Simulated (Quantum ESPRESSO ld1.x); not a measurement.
Question: These are the eigenvalues of the occupied orbitals of an atom or ion with whole-number occupations (hartree). Method: scalar-relativistic Kohn-Sham, PBEsol, spin-unpolarised, spherical densities, point nucleus; computed with ld1.x of Quantum ESPRESSO 7.5.

orbital  eigenvalue
1s       -1714.9562
2s        -280.4389
2p        -250.2100
3s         -61.6085
3p         -52.1604
3d         -39.3656
4s         -12.4124
4p          -9.3075
4d          -4.9533
5s          -1.8182
5p          -1.0807
4f          -0.3166
6s          -0.3093

Which element is it, and in what charge state? The configuration may be excited.

Answer: Z = 62, samarium, charge +1: Sm+ in [Xe] 4f6 6s1. The list shows which subshells hold electrons but not how many an open one holds; the 1s level, -1715 hartree, gives Z - s = 58.6 by -(Z - s)^2/2, which with screening and relativity narrows Z to a few neighbours, and the depths of the outer levels then fix element, charge and occupations together.
